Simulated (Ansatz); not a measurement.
Two isomers of C2H7BFNS: A = `CB(S)C(N)F`, B = `CSCB(N)F`.

Program: Ansatz. Geometries: PBE0-D4/def2-TZVP. ΔE: electronic, gas phase. CCSD(T)/CBS adds triple-zeta CCSD(T) − MP2 to the extrapolated MP2 energy (def2 sets, frozen cores). DFT in def2-TZVPP. B3LYP here is the variant with VWN-RPA as its local correlation; programs differ in this. One conformer a species, not always the lowest.

Which isomer does CCSD(T)/CBS put lower? Give the gap. (Best estimate.)

Computed: B, by 213.1 kJ/mol.

Give E(B) − E(A) in kJ/mol with CCSD/def2-TZVPP, MP2/def2-TZVPP, B3LYP, HF/def2-TZVPP, CCSD(T)/def2-TZVPP, r2SCAN-D4, PBE-D4. (An estimate is asked.)

Ansatz gave: CCSD/def2-TZVPP -211.9, MP2/def2-TZVPP -217.8, B3LYP -209.0, HF/def2-TZVPP -224.6, CCSD(T)/def2-TZVPP -208.9, r2SCAN-D4 -202.7, PBE-D4 -193.9. None reverses the order clearly.

Largest T1 diagnostic: 0.013.

From PBE to PBE0 (25 % exact exchange), in def2-TZVPP and without D4, E(B) − E(A) moves by −8.5 kJ/mol. In def2-TZVPP, CCSD(T) changes the Hartree–Fock value by +15.7 kJ/mol (the triples alone add +3.0 kJ/mol) and MP2 by +6.7 kJ/mol.
